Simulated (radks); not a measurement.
Sc4+, 17 electrons, occupied as [Ne] 3s2 3p5.

Method: non-relativistic Kohn-Sham, BLYP, spin-polarised, spherical densities, point nucleus; open shells are filled with parallel spins first; computed with a radial shooting solver on a logarithmic mesh with Libxc functionals.

Energy parts (eV):
total: -20580.013
kinetic: 20563.178
electron-nucleus: -47798.723
Hartree: 7673.243
exchange-correlation: -1017.712

Orbitals (lengths in bohr, moments of r in powers of bohr):
\begin{tabular}{lrrrrrr}
orbital & occ. & eigenvalue (eV) & <1/r> & <r^2> & <r^4> & <r> \\ \hline
1s up & 1 & -4429.757 & 20.53 & 0.007271 & 0.0001354 & 0.07360 \\
1s down & 1 & -4429.391 & 20.53 & 0.007270 & 0.0001354 & 0.07359 \\
2s up & 1 & -525.9336 & 4.252 & 0.1415 & 0.03531 & 0.3459 \\
2s down & 1 & -525.6383 & 4.251 & 0.1414 & 0.03523 & 0.3459 \\
2p up & 3 & -444.4988 & 4.187 & 0.1173 & 0.02840 & 0.3082 \\
2p down & 3 & -444.0647 & 4.186 & 0.1172 & 0.02834 & 0.3082 \\
3s up & 1 & -105.4846 & 1.353 & 1.231 & 2.369 & 1.037 \\
3s down & 1 & -103.8713 & 1.350 & 1.238 & 2.407 & 1.039 \\
3p up & 3 & -83.8978 & 1.253 & 1.380 & 3.137 & 1.089 \\
3p down & 2 & -82.3531 & 1.249 & 1.394 & 3.216 & 1.094 \\
\end{tabular}

The highest occupied level is 3p down at -82.353 eV. For comparison, the ionisation energy in NIST's Atomic Spectra Database is 91.95 eV (semi-empirical). In exact Kohn-Sham theory the highest level is minus the ionisation energy, but local and semilocal functionals leave it too shallow, through self-interaction and a potential that decays too fast; potentials with the right tail come closer. Virial ratio -V/T = 2.00082. The electron density at the nucleus is 6195 e/bohr^3. Summed over all electrons, <r^2> = 10.40 bohr^2, which gives a Langevin (diamagnetic) susceptibility term of -8.24 x 10^-6 cm^3/mol.
